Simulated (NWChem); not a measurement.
Molecule: C3H6OSi; SMILES O1[Si@@H](C)C=C1

```xyz
11

C     -0.0102    -2.0101    -0.5030
Si     0.0896    -0.4160     0.4733
C      1.1119     1.0134    -0.0970
C     -0.0826     1.5992    -0.3229
O     -1.1283     0.7418     0.0045
H      0.8418    -2.6621    -0.2738
H     -0.0076    -1.8085    -1.5791
H     -0.9252    -2.5621    -0.2567
H      0.0194    -0.6960     1.9326
H      2.0996     1.4213    -0.2506
H     -0.3699     2.5814    -0.6980
```
Atoms are numbered in this order, from 1.

All runs: NWChem. Medium grid unless said otherwise, to which SCAN and Minnesota functionals are sensitive. Structure relaxed at the B3LYP/6-31G* (spherical d) level. Total energies of different functionals are on different scales.

```csv
level,energy (Ha),highest occupied level (eV),orbital gap (eV),dipole (D),relative time
PBE/def2-SVP,-482.0126,-5.39,4.61,1.41,2
B3LYP/def2-SVP,-482.4210,-6.39,6.40,1.47,1
TPSSh/def2-SVP,-482.4355,-5.96,5.71,1.42,1
r2SCAN/def2-SVP,-482.2645,-5.70,5.07,1.45,2
M06-2X/def2-SVP,-482.2954,-7.96,9.09,1.52,1
CAM-B3LYP/def2-SVP,-482.3084,-7.97,9.39,1.50,6
```

Relative times are rough (shared machine, one core).
